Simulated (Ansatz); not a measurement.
BeH2 (SMILES [BeH2]) moved off its minimum; all values from Ansatz (an electronic-structure program), cores frozen in correlated methods.
(charge 0, multiplicity 1)
```xyz
3

Be    -0.0099     0.0255     0.0669
H     -0.0714     0.0032     1.3141
H     -0.0825    -0.0039    -1.3532
```

Problem. Give the forces (eV/Å), the total energy and the dipole at CCSD(T)/aug-cc-pVTZ.

Solution. 
| atom | Fx | Fy | Fz |
|---|---|---|---|
| Be1 | -0.185 | -0.074 | -2.643 |
| H2 | 0.033 | 0.014 | 1.537 |
| H3 | 0.152 | 0.060 | 1.107 |
Energy -15.8449 hartree, dipole 0.37 D.
